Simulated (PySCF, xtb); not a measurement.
propylene glycol cation (C3H8O2), SMILES C(O)(CO)C (connectivity only; charge and spin as stated), charge +1, multiplicity 2. Other conformers were not sampled.

Harmonic wavenumbers (cm⁻¹) from GFN2-xTB in xtb at its own minimum, in rising order: 109, 192, 242, 317, 399, 447, 458, 475, 590, 903, 951, 978, 1031, 1093, 1140, 1163, 1190, 1235, 1249, 1270, 1313, 1371, 1393, 1403, 1437, 2878, 2912, 2954, 2970, 3020, 3074, 3387, 3392.

### Question
What does PBE-D3(BJ)/def2-SVP (PySCF) give at its own minimum? (Estimate from the structure and the level; the computed values follow.)

### Answer
120, 198, 209, 263, 376, 405, 448, 478, 545, 865, 904, 947, 1008, 1092, 1094, 1176, 1189, 1257, 1299, 1321, 1335, 1372, 1395, 1407, 1443, 2961, 2988, 3029, 3049, 3100, 3117, 3587, 3613. Paired by order, the mean absolute difference is 44 cm⁻¹ and the zero-point energies are 67.1 and 68.0 kcal/mol.
